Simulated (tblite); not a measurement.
A tight-binding relaxation on `C=C[C@@H](CC)OBBr`.

Computed with GFN2-xTB geometry optimisation, gas phase (tblite 0.8.0). Start geometry: from a force field or distance geometry. The input is one job of a driver script: a line of settings, then coordinates in Å.

Command:
```bash
OMP_NUM_THREADS=1 python probes_run.py task.json out
```

Input:
```
{"job": {"kind": "relax", "xc": "GFN2-xTB", "basis": "xTB"}, "charge": 0, "multiplicity": 1}
C     -1.891900    -1.939800    -0.338100
C     -1.253800    -1.169100     0.535800
C     -0.171900    -0.270500     0.013800
C     -0.578000     1.147600     0.401000
C      0.490900     2.078000    -0.115200
O      1.043500    -0.514900     0.605500
B      2.089100    -0.868800    -0.358800
Br     3.797600     0.210700    -0.238200
H     -1.653900    -1.900700    -1.410300
H     -2.686900    -2.608500     0.023400
H     -1.488700    -1.210600     1.617800
H     -0.173500    -0.384700    -1.092200
H     -1.593000     1.429500     0.093900
H     -0.479300     1.168000     1.530500
H     -0.008800     2.954300    -0.611700
H      1.203000     2.409400     0.669700
H      1.069200     1.537600    -0.898100
H      2.277600    -2.061100    -0.440500
```

Problem. What does the run print?

Solution. 
```
step      E/eV     max force
  0    -685.10021    4.207
  1    -685.71627    2.873
  2    -686.06366    2.810
  3    -686.24048    1.093
  4    -686.33874    1.026
  5    -686.37995    0.743
  6    -686.41660    0.395
  7    -686.43169    0.352
  8    -686.44251    0.390
  9    -686.45705    0.418
... (132 lines left out)
142    -687.05070    0.029
143    -687.05084    0.027
144    -687.05094    0.027
145    -687.05108    0.026
146    -687.05119    0.026
147    -687.05129    0.024
148    -687.05137    0.024
149    -687.05144    0.016
150    -687.05147    0.011
151    -687.05149    0.008
```

«max force» is the largest atomic force in eV/Å.

Problem. From which step on does the largest force stay under 0.1 eV/Å, and how much energy is left to gain from there?

Solution. From step 70 (0.095 eV/Å), 21.0 meV above the end.

Summary of the converged run: energy lowered by 45.0 kcal/mol over 151 steps; largest atomic force 0.008 eV/Å at the end.

Problem. Give the final coordinates.

Solution. 0.665 Å rms from the input after alignment:
```
atom  x, y, z in Å
C1    -1.8992   -2.0222   -0.2071
C2    -1.1385   -1.2437    0.5373
C3    -0.1433   -0.2628   -0.0150
C4    -0.5457    1.1772    0.3345
C5     0.3557    2.2056   -0.3375
O6     1.1205   -0.5377    0.5715
B7     2.2253   -0.8568   -0.0649
Br8    3.7320   -1.1383    1.0240
H9    -1.8511   -2.0024   -1.2837
H10   -2.6065   -2.7069    0.2277
H11   -1.1847   -1.2754    1.6168
H12   -0.0685   -0.3729   -1.1070
H13   -1.5805    1.3221    0.0194
H14   -0.4958    1.2930    1.4188
H15    0.0479    3.2111   -0.0621
H16    1.3902    2.0703   -0.0283
H17    0.3049    2.1131   -1.4208
H18    2.3285   -0.9669   -1.2355
```

On one thread, Arm Neoverse V1 (aarch64), on a shared host, this took 1.2 s.
Labels such as C1 count atoms from 1, the log's own numbers from 0.
